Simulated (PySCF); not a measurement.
## Electron correlation in N⁺ (nitrogen, charge +1)

[He] 2s1 2p2 3s1, high-spin 5P determinant (an excited configuration). All numbers are calculated (PySCF 2.14, no relativity, point nucleus, in aug-cc-pVQZ). Frozen: 1s2; 4 electrons correlated.

```tsv
level	correlation energy (mhartree)
CCSD	-23.78
(T)	-0.18
CCSD(T)	-23.96
```

Diagnostics: T1 = 0.0054, D1 = 0.0145, largest double amplitude 0.037.

The outer electron is Rydberg-like, and this basis confines it to a smaller radius and binds it less than a complete one would.

Cost of the coupled-cluster step: about 11 core-seconds, for 4 correlated electrons.

Iterations:

```
CC2 = 0
CCSD nocc = (np.int64(4), np.int64(0)), nmo = (79, 79)
frozen orbitals [[0], [0]]
max_cycle = 100
direct = 0
conv_tol = 1e-08
conv_tol_normt = 1e-06
diis_space = 8
diis_start_cycle = 0
Init t2, MP2 energy = -0.0183551506439709
Init E_corr(UCCSD) = -0.0183551506443213
cycle = 1  E_corr(UCCSD) = -0.0220211692997244  dE = -0.00366601866  norm(t1,t2) = 0.019778
cycle = 2  E_corr(UCCSD) = -0.0230091797414575  dE = -0.000988010442  norm(t1,t2) = 0.00966319
cycle = 3  E_corr(UCCSD) = -0.0237097162643398  dE = -0.000700536523  norm(t1,t2) = 0.00603121
cycle = 4  E_corr(UCCSD) = -0.0236855848817165  dE = 2.41313826e-05  norm(t1,t2) = 0.00305901
cycle = 5  E_corr(UCCSD) = -0.0237797832807589  dE = -9.4198399e-05  norm(t1,t2) = 0.00129497
cycle = 6  E_corr(UCCSD) = -0.0237757199292439  dE = 4.06335152e-06  norm(t1,t2) = 0.000294307
cycle = 7  E_corr(UCCSD) = -0.0237776093012504  dE = -1.88937201e-06  norm(t1,t2) = 4.24578e-05
cycle = 8  E_corr(UCCSD) = -0.0237769820847882  dE = 6.27216462e-07  norm(t1,t2) = 9.10766e-06
cycle = 9  E_corr(UCCSD) = -0.0237771688216743  dE = -1.86736886e-07  norm(t1,t2) = 2.1149e-06
cycle = 10  E_corr(UCCSD) = -0.0237771232645774  dE = 4.55570969e-08  norm(t1,t2) = 4.25699e-07
cycle = 11  E_corr(UCCSD) = -0.0237771232384095  dE = 2.61678387e-11  norm(t1,t2) = 5.2609e-08
UCCSD converged
E(UCCSD) = -53.05903730150349  E_corr = -0.02377712323840951
UCCSD(T) correction = -0.000175057889307758
```
